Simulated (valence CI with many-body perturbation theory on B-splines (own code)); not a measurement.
# Energy levels of Bi52+

Calculated by relativistic CI+MBPT: three valence electrons over a frozen Dirac-Fock core [Ar] 3d10, radial functions for each j: 11 s, 11 p, 10 d, 8 f, 5 g, 2 h, with the one-electron correlation potential Σ1 (screened to all orders), the two-electron term Σ2, the three-electron term Σ3, Breit, model QED; selected single and double excitations, second order for the rest, scaled by the run's own slope (own B-spline code, finite nucleus).

The last digits are not significant, and no measured levels were compared; by estimate large intervals hold to a few tenths of a per cent, small ones and those within an open d or f shell to about a per cent.

Levels 91 to 135 of 173, with energies above the lowest level, (4s^2 4p1/2) J=1/2. "Leading %" is the weight of the configuration and term that name the level; weights of strongly mixed levels are sums over their largest components and can fall short. In the jj column 3d3/2^4 stands for four electrons in 3d with j = 3/2. Lifetimes count E1, E2, E3, M1 and M2 decay at the calculated energies, and are blank where another channel may lead or the interval is too uncertain; long ones can be off by a factor of two.

```tsv
No.	Configuration	Term	J	E (Ry)	Leading %	Second component	Lifetime	Leading jj
91	4s4p4f	²D	3/2	67.926	50	17 % 4s4p4f ⁴F	647 fs	4s 4p3/2 4f5/2 (42 %)
92	4s4p4f	²D	3/2	68.012	88	4 % 4s4d² ²P	789 fs	4s 4p3/2 4f5/2 (51 %)
93	4s4p4f	²F	7/2	68.049	44	18 % 4s4p4f ²G	512 fs	4s 4p3/2 4f7/2 (46 %)
94	4s4d²	²F	7/2	68.330	36	36 % 4s4p4f ²G	600 fs	4s 4p3/2 4f7/2 (31 %)
95	4s4p4f	²G	9/2	68.426	81	10 % 4s4p4f ⁴G	648 fs	4s 4p3/2 4f7/2 (87 %)
96	4s4p4f	²D	5/2	68.498	39	20 % 4s4d² ²D	630 fs	4s 4p3/2 4f7/2 (49 %)
97	4s4d²	²G	9/2	69.102	34	27 % 4s4d² ⁴F	639 fs	4s 4d5/2^2 (53 %)
98	4s4p4f	²D	5/2	69.374	39	30 % 4s4d² ²D	605 fs	4s 4p3/2 4f7/2 (48 %)
99	4s4d²	²P	3/2	69.656	42	35 % 4s4d² ²D	773 fs	4s 4d5/2^2 (82 %)
100	4s4d²	²S	1/2	69.894	65	15 % 4s4d² ²P	834 fs	4s 4d5/2^2 (93 %)
101	4s4d²	²F	7/2	69.911	32	23 % 4s4d² ²G	572 fs	4s 4d5/2^2 (56 %)
102	4p4d²	⁴G°	5/2	70.772	53	35 % 4p4d² ²F°	1.24 ps	4p1/2 4d3/2^2 (98 %)
103	4p²4d	²D	3/2	71.803	35	24 % 4p²4d ⁴P	228 fs	4p3/2^2 4d3/2 (97 %)
104	4p²4d	⁴P	1/2	72.204	43	29 % 4p²4d ²P	225 fs	4p3/2^2 4d3/2 (93 %)
105	4p²4d	⁴D	5/2	72.228	24	24 % 4p²4d ²D	225 fs	4p3/2^2 4d3/2 (87 %)
106	4p4d²	²P°	1/2	72.275	43	40 % 4p4d² ⁴D°	491 fs	4p1/2 4d3/2^2 (98 %)
107	4p4d²	²D°	3/2	72.530	40	37 % 4p4d² ⁴F°	254 fs	4p1/2 4d3/2^2 (97 %)
108	4p²4d	²F	7/2	72.704	47	23 % 4p²4d ²G	209 fs	4p3/2^2 4d3/2 (88 %)
109	4p²4d	²D	3/2	73.160	64	12 % 4p²4d ²P	228 fs	4p3/2^2 4d3/2 (91 %)
110	4p4d²	⁴G°	7/2	73.758	51	12 % 4p4d² ²G°	2.31 ps	4p1/2 4d3/2 4d5/2 (91 %)
111	4p4d²	²D°	5/2	73.933	24	18 % 4p4d² ⁴F°	1.73 ps	4p1/2 4d3/2 4d5/2 (92 %)
112	4p4d²	²H°	9/2	73.987	46	24 % 4p4d² ²G°	3.01 ps	4p1/2 4d3/2 4d5/2 (80 %)
113	4p²4d	⁴F	9/2	74.126	59	37 % 4p²4d ²G	394 fs	4p3/2^2 4d5/2 (96 %)
114	4p²4d	²F	7/2	74.128	52	35 % 4p²4d ⁴D	379 fs	4p3/2^2 4d5/2 (94 %)
115	4p4d²	⁴D°	3/2	74.188	39	22 % 4p4d² ²D°	1.56 ps	4p1/2 4d3/2 4d5/2 (94 %)
116	4p4d²	⁴P°	1/2	74.349	50	27 % 4p4d² ⁴D°	1.49 ps	4p1/2 4d3/2 4d5/2 (100 %)
117	4p²4d	²P	1/2	74.624	52	29 % 4p²4d ²S	351 fs	4p3/2^2 4d5/2 (94 %)
118	4p4d²	²F°	7/2	75.158	24	21 % 4p4d² ²G°	456 fs	4p1/2 4d3/2 4d5/2 (66 %)
119	4p²4d	²D	5/2	75.182	75	16 % 4p²4d ⁴D	420 fs	4p3/2^2 4d5/2 (98 %)
120	4p4d²	⁴F°	5/2	75.243	15	15 % 4p4d² ⁴D°	400 fs	4p1/2 4d3/2 4d5/2 (78 %)
121	4p²4f	²G°	7/2	75.551	60	31 % 4p²4f ⁴G°	699 fs	4p1/2 4p3/2 4f5/2 (90 %)
122	4p4d²	⁴D°	3/2	75.657	25	18 % 4p4d² ²P°	374 fs	4p1/2 4d3/2 4d5/2 (75 %)
123	4p²4f	⁴G°	5/2	75.695	44	26 % 4p²4f ²D°	574 fs	4p1/2 4p3/2 4f5/2 (92 %)
124	4p²4f	⁴F°	3/2	75.932	63	13 % 4p²4f ²D°	507 fs	4p1/2 4p3/2 4f5/2 (82 %)
125	4p²4d	²P	3/2	75.946	42	27 % 4p²4d ²D	296 fs	4p3/2^2 4d5/2 (92 %)
126	4p²4f	⁴G°	9/2	76.108	34	28 % 4p²4f ²G°	813 fs	4p1/2 4p3/2 4f5/2 (56 %)
127	4p²4f	⁴D°	7/2	76.164	46	15 % 4p²4f ²F°	859 fs	4p1/2 4p3/2 4f7/2 (72 %)
128	4p²4f	²F°	5/2	76.175	46	16 % 4p²4f ⁴F°	614 fs	4p1/2 4p3/2 4f5/2 (72 %)
129	4p²4d	²D	5/2	76.269	50	19 % 4p²4d ²F	272 fs	4p3/2^2 4d5/2 (91 %)
130	4p²4f	²D°	3/2	76.403	44	28 % 4p²4f ⁴D°	701 fs	4p1/2 4p3/2 4f5/2 (86 %)
131	4p²4f	⁴F°	9/2	76.480	35	26 % 4p²4f ⁴G°	781 fs	4p1/2 4p3/2 4f7/2 (80 %)
132	4p²4f	²P°	1/2	76.534	60	36 % 4p²4f ⁴D°	763 fs	4p1/2 4p3/2 4f5/2 (96 %)
133	4p²4f	²G°	9/2	76.630	26	19 % 4p²4f ⁴F°	1.10 ps	4p1/2 4p3/2 4f7/2 (58 %)
134	4p²4f	²H°	11/2	76.682	61	34 % 4p²4f ⁴G°	1.04 ps	4p1/2 4p3/2 4f7/2 (96 %)
135	4p²4f	²D°	5/2	76.686	44	40 % 4p²4f ⁴D°	696 fs	4p1/2 4p3/2 4f7/2 (87 %)
```

Where two levels of one J and parity lie close, their mixing, g and order are uncertain.
